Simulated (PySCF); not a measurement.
Species: C₅H₉BNP.
Z-matrix (Å and degrees, PBE0-D3(BJ)/def2-SVP geometry), rows numbered from 1:
```
P 
B   1  1.9457
C   2  1.6030  1  105.05
C   3  1.4032  2  122.29  1    89.46
C   4  1.3942  3  120.17  2  -178.37
N   5  1.3312  4  123.64  3     0.23
C   6  1.3313  5  116.91  4    -0.46
C   7  1.3941  6  123.72  5     0.42
H   1  1.4161  2  117.05  3    58.52
H   1  1.4162  2  117.92  3   178.89
H   1  1.4161  2  117.38  3   -60.51
H   2  1.2223  1  102.24  3  -121.22
H   2  1.2223  1  102.46  3   121.35
H   4  1.0940  3  120.29  2     2.45
H   5  1.0971  4  120.05  3  -179.74
H   7  1.0971  6  116.29  5  -179.50
H   8  1.0941  3  120.31  2    -2.38
```

Linear response at CAM-B3LYP/def2-SVPD (PySCF, frozen core in the response, non-relativistic).

Static isotropic polarisability: 106.93 au (15.85 Å³), principal values 83.0, 106.4, 131.4 au.

(1) What is the polarisability at 1064 nm and at the sodium D line?

(2) What is the isotropic C6 coefficient between two such molecules, C6 = (3/π)∫α(iω)² dω?

(3) Which effective excitation energy ω̄ makes London's formula C6 = (3/4)α²ω̄ exact here?

(4) The lowest 6 singlets have (eV, f): 4.97, 0.007; 5.34, 0.000; 5.44, 0.029; 6.09, 0.082; 6.79, 0.563; 6.87, 0.006. What share of the static polarisability do they carry in the sum over states α = Σ f/ω²?

(5) What molar refraction at the D line follows from R = (4π/3)·N_A·α′, with α′ the polarisability volume?

(6) What n − 1 at the D line would an ideal gas of it have at 273.15 K and 1 atm (2.6868 × 10¹⁹ cm⁻³), by n − 1 = 2π·N·α′?

(7) What three-body coefficient follows from the one-pole estimate C9 = (3/4)·α·C6?

## Answers

(1) 108.22 au at 1064 nm (+1.2 %), 111.34 au at 589.3 nm (+4.1 %). The rise at 589.3 nm is 3.42 times that at 1064 nm; a pure ω² law gives 3.26. The lowest singlet lies at 249 nm, shorter than both wavelengths.

(2) 4101 au (Eh·bohr⁶) by a ten-point quadrature over imaginary frequencies, which is 2450 eV·Å⁶ or 236 J·nm⁶/mol.

(3) ω̄ = 4·C6/(3α²) = 0.478 Eh = 13.0 eV. A one-pole form α(ω) = α/(1 − ω²/ω̄²) fitted to the 1064 nm value gives 10.7 eV.

(4) 11.73 au, 11.0 % of α; the largest term, 9.05 au, is that of the state at 6.79 eV. Their oscillator strengths add up to 0.69. Higher states carry the rest.

(5) α′ = 16.50 Å³ gives R = 41.62 cm³/mol, for isolated, non-vibrating species.

(6) 27.85 × 10⁻⁴, a formal value whether or not that pressure can be reached.

(7) 329000 au. This is an estimate from the two numbers above, not a computed integral.

One conformer stands for the species.
